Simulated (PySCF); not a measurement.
SMILES BCCc1ccco1 (C6H9BO), GFN2-xTB optimised geometry.

```
17

B     -2.49    -2.48     1.65
C     -1.43    -1.35     1.47
C     -0.89    -1.13     0.04
C      0.10    -0.02     0.00
C      1.47    -0.02     0.00
C      1.87     1.34     0.00
C      0.72     2.06     0.00
O     -0.35     1.25     0.00
H     -2.91    -2.69     2.72
H     -2.87    -3.12     0.75
H     -0.58    -1.53     2.14
H     -1.86    -0.40     1.82
H     -1.72    -0.89    -0.63
H     -0.41    -2.04    -0.31
H      2.11    -0.88     0.00
H      2.87     1.72     0.00
H      0.53     3.12     0.00
```

Density from B3LYP/def2-SVP in PySCF at that geometry.

Minimum of the electron density along straight lines between bonded atoms, close to the bond critical point (lines longer than 1.1 times the sum of covalent radii, or with two minima, are not listed):

| bond | length / Å | ρ at the minimum / e bohr⁻³ | ∇²ρ there / e bohr⁻⁵ | position (fraction from the first atom) |
|---|---|---|---|---|
| B1–C2 | 1.566 | 0.187 | -0.18 | 0.33 |
| C2–C3 | 1.539 | 0.237 | -0.53 | 0.50 |
| C3–C4 | 1.490 | 0.263 | -0.64 | 0.48 |
| C4–C5 | 1.364 | 0.327 | -0.83 | 0.52 |
| C5–C6 | 1.417 | 0.292 | ? | 0.50 |
| C6–C7 | 1.358 | 0.330 | -0.85 | 0.48 |
| C4–O8 | 1.351 | 0.285 | ? | 0.33 |
| C7–O8 | 1.345 | 0.288 | ? | 0.33 |
| B1–H9 | 1.169 | 0.182 | -0.13 | 0.43 |
| B1–H10 | 1.169 | 0.182 | -0.13 | 0.43 |
| C2–H11 | 1.095 | 0.268 | -0.93 | 0.62 |
| C2–H12 | 1.096 | 0.267 | -0.93 | 0.62 |
| C3–H13 | 1.092 | 0.277 | -1.02 | 0.63 |
| C3–H14 | 1.090 | 0.278 | -1.02 | 0.62 |
| C5–H15 | 1.071 | 0.285 | -1.10 | 0.63 |
| C6–H16 | 1.071 | 0.286 | -1.11 | 0.63 |
| C7–H17 | 1.072 | 0.291 | -1.17 | 0.64 |

Task: What belongs in the gaps?

Result: 
- C5–C6, ∇²ρ there / e bohr⁻⁵: -0.70
- C4–O8, ∇²ρ there / e bohr⁻⁵: 0.02
- C7–O8, ∇²ρ there / e bohr⁻⁵: 0.07
